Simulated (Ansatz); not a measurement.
**Worked example: C2H3F3 + CHCl2I → C2H3F2I + CHCl2F**

Species: C2H3F3 `FCC(F)F`, singlet; CHCl2I `ClC(Cl)I`, singlet; C2H3F2I `FCC(F)I`, singlet; CHCl2F (dichlorofluoromethane) `FC(Cl)Cl`, singlet. The partners trade F for I; both sit on C, so the bond types are kept.

Shapes, held fixed at every level: PBE0-D4/def2-TZVP. Flexible molecules stand in one conformer, not always the lowest. Programs: Ansatz 0.2.0. The zero-point and thermal change to 298 K, harmonic and unscaled (PBE0-D4/def2-TZVP), is -0.3 kJ/mol.

At CCSD(T)/def2-TZVPP; 1 Eh = 2625.50 kJ/mol:

| species | energy (Eh) |
| --- | --- |
| C2H3F3 | -377.087228 |
| CHCl2I | -1255.212443 |
| C2H3F2I | -574.479419 |
| CHCl2F | -1057.817377 |

**Question.** Work out ΔH(298 K) of the reaction at this level.

**Answer.** 
1. Products less reactants: (-574.479419) + (-1057.817377) − [(-377.087228) + (-1255.212443)] = 0.002875 Eh = +7.5 kJ/mol.
2. With the thermal change: +7.5 + (-0.3) = +7.2 kJ/mol.

Other levels give -1.4 (r2SCAN-D4/def2-TZVPP) to +13.8 kJ/mol (MP2/def2-SVP). No measured value is set beside it here. For atoms past krypton def2 sets carry core potentials with scalar relativity. Outer-core shells of I are correlated, in sets that cover them unevenly.
